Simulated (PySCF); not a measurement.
A structure optimised at PBE0-D3(BJ)/def2-TZVP, used in a PySCF frequency run:

```
Hg
Br 1 2.3762
```
Charge +1, spin multiplicity 1.

Question: Write its SMILES, formula and point group.

Answer: [Br][Hg+], BrHg, C∞v

Question: What are its rotational constants (standard atomic weights)?

Answer: 1.5664 GHz (linear rotor, B only)
